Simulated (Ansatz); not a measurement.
Isolated molecules relaxed with PBE0-D4/def2-TZVP in Ansatz; ΔE leaves out vibrations. CBS: MP2 limit from def2 TZ/QZ plus the TZ coupled-cluster correction, frozen cores. This one scheme is used for every species. DFT in def2-TZVPP. Triplets are unrestricted, without spin–orbit coupling. For Mg outer-core shells are correlated without core-valence functions, which leaves a few kJ/mol of doubt a bond. One conformer a species, not always the lowest.

Consider the formal loss of a carbene: `[CH3][Mg][O][SiH3]` → `[CH2]` (triplet) + `[MgH][O][SiH3]`.

| level | ΔE (kcal/mol) | difference from CCSD(T)/CBS |
| --- | --- | --- |
| PBE-D4 | 112.8 | -0.1 |
| revPBE-D4 | 108.5 | -4.4 |
| B97M-V | 107.4 | -5.5 |
| r2SCANh-D4 | 105.5 | -7.4 |
| BHLYP-D4 | 105.6 | -7.3 |
| B2PLYP | 109.8 | -3.1 |
| r2SCAN0 | 104.5 | -8.4 |
| CAM-B3LYP | 109.2 | -3.7 |
| HF/def2-SVP | 74.2 | -38.7 |
| MP2/def2-SVP | 107.7 | -5.2 |
| HF/def2-TZVPP | 73.8 | -39.1 |
| HF/def2-QZVPP | 73.8 | -39.1 |
| MP2/def2-QZVPP | 115.1 | 2.2 |
| HF/CBS(def2) | 73.8 | -39.1 |
| MP2/CBS(def2) | 116.8 | 3.9 |
| CCSD/CBS(def2) | 110.0 | -2.9 |
| CCSD(T)/CBS | 112.9 | 0 |

Largest T1 diagnostic among the species: 0.011.

The D4 term adds +1.0 kcal/mol with B3LYP and +0.5 kcal/mol with PBE0; it sums over pairs of atoms, weighted by their polarisabilities, and B3LYP, whose exchange is more repulsive, gets the larger term. From PBE to PBE0 (25 % exact exchange), in def2-TZVPP and without D4, ΔE moves by −2.6 kcal/mol.

B3LYP here is the variant with VWN-RPA as its local correlation; programs differ in this.
